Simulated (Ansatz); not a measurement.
Start from `C=CCBr` and change one element to get `C=CCF`.

Ansatz, PBE0-D4/def2-TZVP geometries, multiplicity 1. Each molecule was computed in one conformer, which needn't be the lowest.

Scalar relativity is left out up to krypton.

```json
{"property": "HOMO–LUMO gap (ωB97M-V/def2-TZVPP) / eV", "`C=CCBr`": "11.25"}
{"property": "LUMO energy (PBE/def2-TZVPP) / eV", "`C=CCBr`": "-1.78"}
{"property": "HOMO energy (PBE0/def2-TZVPP) / eV", "`C=CCBr`": "-7.73"}
{"property": "LUMO energy (ωB97M-V/def2-TZVPP) / eV", "`C=CCBr`": "1.31"}
{"property": "zero-point energy (PBE0-D4/def2-TZVP) / kJ/mol", "`C=CCBr`": "186.8"}
{"property": "HOMO energy (B3LYP/def2-TZVPP) / eV", "`C=CCBr`": "-7.49"}
```

Problem. What does the change do to each property? (An estimate is asked.)

Solution. The calculation gave: 
```json
{"property": "HOMO–LUMO gap (ωB97M-V/def2-TZVPP) / eV", "`C=CCF`": "12.26", "shift": "1.01"}
{"property": "LUMO energy (PBE/def2-TZVPP) / eV", "`C=CCF`": "-0.86", "shift": "0.92"}
{"property": "HOMO energy (PBE0/def2-TZVPP) / eV", "`C=CCF`": "-7.68", "shift": "0.05"}
{"property": "LUMO energy (ωB97M-V/def2-TZVPP) / eV", "`C=CCF`": "2.31", "shift": "1.00"}
{"property": "zero-point energy (PBE0-D4/def2-TZVP) / kJ/mol", "`C=CCF`": "192.0", "shift": "5.2"}
{"property": "HOMO energy (B3LYP/def2-TZVPP) / eV", "`C=CCF`": "-7.46", "shift": "0.03"}
```

With PBE0 the HOMO rises by 0.05 eV and the LUMO rises by 0.96 eV, so the gap widens by about 0.91 eV. PBE moves the HOMO by 0.02 eV and ωB97M-V by -0.01 eV.

B3LYP here is the variant with VWN-RPA as its local correlation; programs differ in this.

Spin–orbit coupling is left out; it splits and shifts lone-pair levels of the heavy atoms by tenths of an eV.
